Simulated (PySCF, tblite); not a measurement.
C₄H₁₀N₂Si₃.
SMILES with atom numbers: `[CH:1]#[C:2][C:3]#[C:4][Si@H:5]([NH:6][SiH3:7])[SiH2:8][NH2:9]` (hydrogens: H10 on C1; H11 on Si5; H12 on N6; H13, H14, H15 on Si7; H16, H17 on Si8; H18, H19 on N9)

Cartesian coordinates in Å at the GFN2-xTB level; atoms count from 1:
```
atom  x, y, z in Å
C1     3.7743    3.2874    0.0383
C2     2.8435    2.5510    0.2497
C3     1.8009    1.7118    0.4815
C4     0.8695    0.9655    0.7078
Si5   -0.5336   -0.2322    0.9072
N6     0.1083   -1.8562    0.9179
Si7    0.7868   -2.7641   -0.3864
Si8   -2.0806   -0.0290   -0.7817
N9    -2.9818    1.3867   -0.3750
H10    4.5825    3.9298   -0.1443
H11   -0.9931   -0.0385    2.3003
H12    0.4196   -2.1650    1.8251
H13    2.1492   -2.3333   -0.7237
H14    0.8049   -4.1583    0.0615
H15   -0.1000   -2.5568   -1.5301
H16   -2.9263   -1.2295   -0.9634
H17   -1.5442    0.2887   -2.1116
H18   -3.3430    1.5016    0.5578
H19   -3.6466    1.7496   -1.0384
```

Theory: PBE0/pcSseg-1 in PySCF (dipole) on a GFN2-xTB geometry, gas phase.

Take the most abundant isotopes and a rigid rotor. The values belong to one conformer with, in the numbering `[CH:1]#[C:2][C:3]#[C:4][Si@H:5]([NH:6][SiH3:7])[SiH2:8][NH2:9]`, C4–Si5–N6–Si7 -71°, C4–Si5–Si8–N9 -77°, Si5–Si8–N9–H -49° and 172°.

(1) What are A, B and C (cm⁻¹)?

(2) Classify the top.

(3) Is it planar, by Δ = Ic − Ia − Ib?

(4) Where do the levels up to J = 2 lie, in MHz?

(5) Which types of transition are allowed, and where do some lines up to J = 3 fall?

Answers

(1) Ia = 534.60, Ib = 875.57, Ic = 1259.03 u·Å²; 505379 MHz·u·Å²/I gives 945.3, 577.2 and 401.4 MHz, that is A = 0.03153, B = 0.01925, C = 0.01339 cm⁻¹.

(2) An asymmetric top: κ = (2 × 577.2 − 945.3 − 401.4)/(945.3 − 401.4) = -0.35.

(3) Not planar: Δ = Ic − Ia − Ib = -151.14 u·Å². For a rigid frame Δ = −2 Σ m c², so Σ m c² = 75.57 u·Å² lies off the ab plane: 18.28 from hydrogen and 57.28 from heavier atoms. The atom farthest from that plane is 2.32 Å away.

(4) Above 0(0,0):
J = 1: 1(0,1) 979, 1(1,1) 1347, 1(1,0) 1523
J = 2: 2(0,2) 2886, 2(1,2) 3128, 2(1,1) 3656, 2(2,1) 4760, 2(2,0) 4809
The levels of one J sum to (2J + 1)J(J + 1)(A + B + C)/3.

(5) The dipole components are |μa| = 0.62 D, |μb| = 0.51 D, |μc| = 0.63 D. Intensities carry the squares of the components, which stand as 0.95 : 0.65 : 1.00 (a : b : c). Some lines, for components of 0.1 D or more:

```csv
type,branch,"J(Ka,Kc)",MHz,lower level (cm⁻¹)
c,Q,"3(2,2) ← 3(1,2)",877,0.227
a,R,"1(0,1) ← 0(0,0)",979,0.000
a,Q,"3(1,2) ← 3(1,3)",1046,0.193
b,R,"1(1,1) ← 0(0,0)",1347,0.000
b,Q,"2(2,1) ← 2(1,2)",1632,0.104
a,R,"2(1,1) ← 1(1,0)",2133,0.051
b,Q,"3(3,1) ← 3(2,2)",2308,0.257
b,R,"3(0,3) ← 2(1,2)",2517,0.104
b,R,"3(1,3) ← 2(0,2)",2886,0.096
a,R,"3(2,2) ← 2(2,1)",2936,0.159
a,R,"3(1,2) ← 2(1,1)",3163,0.122
b,R,"2(2,0) ← 1(1,1)",3463,0.045
c,R,"3(1,2) ← 2(0,2)",3932,0.096
c,R,"3(2,2) ← 2(1,2)",4568,0.104
b,R,"3(2,1) ← 2(1,2)",4794,0.104
b,R,"3(3,0) ← 2(2,1)",5253,0.159
```

Its GFN2-xTB frequencies are all real (lowest 22 cm⁻¹). Constants of a rigid frame at the computed geometry: no zero-point averaging, no centrifugal distortion. A rigid rotor knows nothing of inversion at nitrogen or internal rotation, which can split or shift real lines. Quadrupole hyperfine structure (14N) is left out.
